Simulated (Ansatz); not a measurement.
CH7OPSi (`C[SiH2]OP`) at its PBE0-D4/def2-TZVP geometry, where that method's forces vanish. Charge 0, multiplicity 1.

```xyz
11

C    -1.2116    0.4360   -1.1399
Si   -0.3886   -0.9077   -0.1540
O     0.5005   -0.2763    1.0939
P     1.9154    0.5494    0.9694
H    -0.4686    1.0937   -1.5982
H    -1.8662    1.0417   -0.5089
H    -1.8164    0.0021   -1.9410
H     0.5022   -1.7141   -1.0329
H    -1.3893   -1.7950    0.4875
H     1.5920    1.6606    1.8015
H     2.6306   -0.0903    2.0226
```

(1) What forces (eV/Å) does r2SCAN-D4/def2-TZVPP give on these atoms in Ansatz? (Estimate.)

Results:

(1) Ansatz gave: 
```
C1   0.006 -0.023  0.010
Si2 -0.028 -0.044 -0.060
O3  -0.132 -0.072  0.066
P4   0.138  0.076 -0.061
H5  -0.025 -0.006  0.003
H6   0.009 -0.003 -0.024
H7   0.007  0.026  0.011
H8  -0.021  0.008  0.013
H9   0.020  0.017 -0.013
H10  0.015  0.008  0.028
H11  0.011  0.014  0.026
```
